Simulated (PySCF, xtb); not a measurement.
Al(All)(H)2 (C3H7Al), SMILES [CH2]([AlH2])C=C.

GFN2-xTB run with xtb at its own geometry gives an orbital gap of 4.24 eV and a dipole moment of 1.28 D.

The structure is a stationary point at B3LYP-D3(BJ)/def2-SVP. The structure was generated by enumeration; whether it is a known compound was not checked. The values are those of a single conformer.

What does HF/def2-TZVP in PySCF give? (Estimate from the structure and the level; the computed values follow.)

gap 11.46 eV (levels -9.11 and 2.35 eV), dipole 1.41 D.
